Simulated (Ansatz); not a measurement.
**Pulling the pair apart**

The pair of Br⁻ (SMILES [Br-], atom 1) and C2H4 (SMILES C=C, atoms 2–7), both closed shells, in one local arrangement (a lower one may exist), relaxed at PBE0-D4/def2-TZVPD:

| atom | x (Å) | y (Å) | z (Å) |
| --- | --- | --- | --- |
| Br1 | 0.2669 | -0.3596 | -3.5472 |
| C2 | 0.4218 | 0.0126 | 1.0594 |
| C3 | -0.5103 | 0.1075 | 0.1221 |
| H4 | 1.4531 | -0.2059 | 0.7995 |
| H5 | 0.1996 | 0.1463 | 2.1153 |
| H6 | -1.5416 | 0.3260 | 0.3898 |
| H7 | -0.2897 | -0.0268 | -0.9391 |

C2H4 is shifted rigidly along the line between the mean atom positions of the two fragments (negative: closer). Counterpoise interaction energies in kJ/mol. Ansatz 0.2.0; basis: def2-TZVPPD; cores frozen in the correlated methods. Filled d shells of the heavier atoms are correlated. The def2 sets are not built for correlating such inner shells, so the correlated values are less sure here.

| shift (Å) | PBE-D4 | PBE0-D4 | r2SCAN-D4 |
| --- | --- | --- | --- |
| -0.27 | -18.5 | -17.4 | -15.2 |
| -0.13 | -20.4 | -19.5 | -17.5 |
| 0.00 | -20.9 | -20.0 | -18.3 |
| 0.13 | -20.5 | -19.7 | -18.1 |
| 0.32 | -19.1 | -18.4 | -17.0 |
| 0.67 | -15.6 | -15.0 | -13.9 |
| 1.34 | -9.9 | -9.5 | -8.7 |
| 2.69 | -4.3 | -4.1 | -3.7 |

Question: What does CCSD(T) give at these shifts? (Judge from chemistry; the value comes from the calculation.)

Answer: Computed: -12.2, -15.2, -16.5, -16.7, -16.0, -13.4, -8.5, -3.5 kJ/mol. For zero shift, CCSD(T) at an estimated basis limit (MP2 extrapolated from triple and quadruple zeta, plus CCSD(T) − MP2 in triple zeta) gives -18.6 kJ/mol. These are counterpoise interaction energies, counted from the two frozen fragments.

No T1 diagnostic of these runs exceeds 0.009.

For scale, one of the runs: CCSD(T)/def2-TZVPPD, 199 basis functions, launched by `ansatz run in.yaml --threads 4 --pin off --events-out ev --progress --plain --max-ram 9574MiB`. Time: 16 s of wall clock on 4 CPU threads of an AMD EPYC 9R45; the host was shared. Peak host memory: 2.5 GiB.
